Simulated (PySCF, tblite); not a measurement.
Isomers of C2H6FN2Si2 (doublet state), one GFN2-xTB conformer each. Single-point energies are computed at B3LYP/pcH-1 (PySCF, gas phase, no added dispersion term), electronic only. GFN2-xTB treats the open shell by occupation alone, and not every SCF solution was tested for stability.

**Question.** Rank them by B3LYP/pcH-1 energy, lowest first (kcal/mol).
A. `[N:1]#[C:2][Si@@H:3]([NH:4])[SiH2:5][CH2:6][F:7]` (doublet state) with C2–Si3–N4–H -157°, C2–Si3–Si5–C6 -62°, Si3–Si5–C6–F7 -177°
B. `[N:1]#[C:2][Si@@H:3]([NH2:4])[SiH2:5][CH:6][F:7]` (doublet state) with C2–Si3–N4–H 86° and -61°, C2–Si3–Si5–C6 -73°, Si3–Si5–C6–F7 -60°
C. `[N:1]#[C:2][Si:3]([NH2:4])[SiH2:5][CH2:6][F:7]` (doublet state) with C2–Si3–N4–H -29° and 177°, C2–Si3–Si5–C6 180°, Si3–Si5–C6–F7 46°
D. `[N:1]#[C:2][Si@@H:3]([NH2:4])[SiH:5][CH2:6][F:7]` (doublet state) with C2–Si3–N4–H 69° and -73°, C2–Si3–Si5–C6 52°, Si3–Si5–C6–F7 66°

**Answer.** C (0.0), D (4.6), B (8.4), A (32.1).

Neighbours under 5.0 kcal/mol apart (N#C[Si](N)[SiH2]CF and N#C[Si@@H](N)[SiH]CF; N#C[Si@@H](N)[SiH]CF and N#C[Si@@H](N)[SiH2][CH]F) can change places with a better method, another conformer or zero-point energy. GFN2-xTB itself gives, in the same order: 0.0, 4.5, 18.5, 13.2. Both levels put the same isomer lowest; measured from each level's own lowest isomer, the values differ by up to 18.9 kcal/mol (N#C[Si@@H]([NH])[SiH2]CF: 13.2 against 32.1).

**Question.** What happens when harmonic zero-point energies from GFN2-xTB frequencies are added?

**Answer.** 
```tsv
SMILES	ZPE (kcal/mol)	electronic (kcal/mol)	with ZPE (kcal/mol)
N#C[Si](N)[SiH2]CF	49.6	0.0	0.0
N#C[Si@@H](N)[SiH]CF	49.5	4.6	4.4
N#C[Si@@H](N)[SiH2][CH]F	46.6	8.4	5.4
N#C[Si@@H]([NH])[SiH2]CF	47.0	32.1	29.4
```

The zero-point energies span 3.0 kcal/mol. The order is unchanged.

**Question.** As an exercise, what shares would exp(−E/RT) give at 1000 K from these electronic energies alone (no entropy, no degeneracies)?

**Answer.** RT = 1.987 kcal/mol: N#C[Si](N)[SiH2]CF 89.8 %, N#C[Si@@H](N)[SiH]CF 8.9 %, N#C[Si@@H](N)[SiH2][CH]F 1.3 %, N#C[Si@@H]([NH])[SiH2]CF under 0.1 %.
